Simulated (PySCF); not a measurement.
Sn(OMe)(SH) (CH4OSSn), SMILES C[O][Sn][SH] (connectivity only; charge and spin as stated), neutral, multiplicity 1.

Geometry optimised at B3LYP-D3(BJ)/def2-SVP. The def2 effective core potentials stand for the cores of Sn; spin–orbit coupling is left out. Other conformers were not sampled.

Two levels are set side by side: TDDFT-PBE/def2-SVPD (PySCF) and TDDFT-PBE0/def2-SVPD (PySCF). Vertical, same geometry. The lowest singlet is HOMO−2→LUMO 97 % with PBE and HOMO→LUMO 99 % with the other functional; states are paired by order. Differences are taken from unrounded values.

```
quantity                               TDDFT-PBE0
-------------------------------------  ----------
lowest singlet excitation (eV)               3.90
lowest triplet excitation (TDA) (eV)         2.96
first bright state (f over 0.05) (eV)        5.90
its oscillator strength                      0.17
```

Problem. What does TDDFT-PBE give, and how far is it from TDDFT-PBE0? (The exact figures need the calculation; the answer reports its results.)

Solution. 
| quantity | TDDFT-PBE | TDDFT-PBE minus TDDFT-PBE0 |
|---|---|---|
| lowest singlet excitation (eV) | 3.66 | -0.24 |
| lowest triplet excitation (TDA) (eV) | 2.99 | 0.02 |
| first bright state (f over 0.05) (eV) | 5.56 | -0.34 |
| its oscillator strength | 0.10 | -0.07 |

Functionals without exact exchange tend to place singlet excitations lower, as here. Differences between two approximate levels are no errors against the true value.

Rough cost on one machine, each run with all the roots and properties that it gave: TDDFT-PBE0 against TDDFT-PBE about 3 times.
